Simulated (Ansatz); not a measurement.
`C[CH2][InH][O][SiH3]` + H–F → `C[CH2][InH][F]` + `O[SiH3]`  (ligand exchange at the In–O bond)

Calculated with Ansatz (gas phase, PBE0-D4/def2-TZVP geometries, no zero-point term in ΔE). CCSD(T)/CBS is the MP2 limit (def2-TZVPP, def2-QZVPP) plus CCSD(T) − MP2 in def2-TZVPP, frozen cores. This one scheme is used for every species. Functionals use def2-TZVPP. def2 core potentials past Kr. For In outer-core shells are correlated without core-valence functions, which leaves a few kJ/mol of doubt a bond. One conformer a species, not always the lowest.

`C[CH2][InH][O][SiH3]`:

Cartesian coordinates in Å:
```
C 1.087 0.874 -0.918
C 1.223 -0.599 -1.275
In -0.108 -1.886 -0.184
O -1.255 -0.854 1.094
Si -1.622 0.613 1.664
H 0.083 1.252 -1.119
H 1.787 1.485 -1.497
H 1.291 1.060 0.139
H 2.239 -0.962 -1.090
H 1.032 -0.772 -2.338
H -0.511 -3.540 -0.053
H -2.701 0.520 2.687
H -0.446 1.276 2.307
H -2.100 1.532 0.585
```

H–F:

Z-matrix (Å, degrees):
```
F
H 1 0.920
```

`C[CH2][InH][F]`:

Cartesian coordinates in Å:
```
C -0.962 0.193 0.891
C -0.229 0.691 -0.348
In 1.306 -0.653 -1.007
F 1.680 -1.896 0.481
H -0.274 -0.024 1.709
H -1.682 0.937 1.245
H -1.515 -0.728 0.692
H -0.913 0.864 -1.183
H 0.266 1.648 -0.157
H 2.324 -1.032 -2.323
```

`O[SiH3]`:

Cartesian coordinates in Å:
```
O -1.118 0.375 0.502
Si 0.394 -0.020 -0.019
H -1.864 0.036 0.007
H 0.612 -1.493 -0.009
H 1.332 0.634 0.922
H 0.644 0.469 -1.403
```

```tsv
level	ΔE (kJ/mol)
LDA (SPW92)	-19.9
PBE	-30.7
revPBE	-35.1
r2SCAN	-26.0
CAM-B3LYP	-30.1
CCSD(T)/def2-SVP	-12.4
HF/def2-TZVPP	-26.1
HF/CBS(def2)	-26.6
```

Problem. What does CCSD(T)/CBS give? (An estimate is asked.)

Solution. The calculation gave: -10.1 kJ/mol. The listed levels differ from it by -9.8, -20.6, -25.0, -15.9, -20.0, -2.3, -16.0, -16.5 kJ/mol.

Problem. What do rigid-rotor, harmonic-oscillator terms from PBE0-D4/def2-TZVP frequencies (298.15 K, 1 bar) make of the CCSD(T)/CBS value? (Estimate.)

Solution. The calculation gave: ΔZPE = +4.2 kJ/mol, ΔH = -9.2 kJ/mol, ΔS = 21 J/(mol·K), ΔG = -15.5 kJ/mol. Modes under 50 cm⁻¹ make the entropy rough.

Largest T1 diagnostic among the species: 0.014.

From PBE to PBE0 (25 % exact exchange), in def2-TZVPP and without D4, ΔE moves by +5.6 kJ/mol. The D4 term adds +12.2 kJ/mol with B3LYP and +7.2 kJ/mol with PBE0; it sums over pairs of atoms, weighted by their polarisabilities, and B3LYP, whose exchange is more repulsive, gets the larger term. Leaving LDA and LC-ωPBE aside and taking each functional with its dispersion term where it has one, the values, not all of them listed here, spread over 9.2 kJ/mol, from BLYP-D4 to PBE-QIDH. LDA lies +10.8 kJ/mol from PBE without D4.

CCSD(T)/CBS has its own doubt, a few kJ/mol and more with outer-core shells, so smaller differences from it don't rank the levels.

B3LYP here is the variant with VWN-RPA as its local correlation; programs differ in this.
